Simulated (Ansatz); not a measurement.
Frontier orbitals of CH4ClFSSn (`C[S][SnH]([F])[Cl]`).

Cartesian coordinates in Å:
```
C -0.0669 1.4807 0.6556
S -1.2683 0.1217 0.8147
Sn -0.1667 -1.5021 -0.4904
F 1.5377 -1.8283 0.3211
Cl 0.4476 -0.5745 -2.5213
H -0.5029 2.3226 1.1927
H 0.8848 1.2170 1.1132
H 0.0748 1.7577 -0.3879
H -0.9401 -2.9947 -0.6976
```

Total charge 0; spin multiplicity 1. Correlated methods include outer-core shells of Sn, which these sets cover unevenly. Sn: def2 effective core potential. Geometry: relaxed with PBE0-D4/def2-TZVP. It is one conformer, not always the lowest. Basis def2-TZVPP, Ansatz 0.2.0.

Orbital energies of one run (eV). Highest occupied ones, from the top: -6.48, -7.71, -8.04, -8.27, -8.78, -9.27, -9.69, -10.01, -10.32, -11.01, -11.23, -13.34, -16.16, -19.72. Empty: -2.86, -1.55, -1.41, -0.46, 0.38, 0.95.

Task: Which functional gave them?
A. r2SCAN0
B. ωB97M-V
C. LDA (SPW92)
D. BHLYP

Result: C. HOMO energies: LDA (SPW92) -6.48, ωB97M-V -9.80, r2SCAN0 -7.78, BHLYP -8.71 eV.
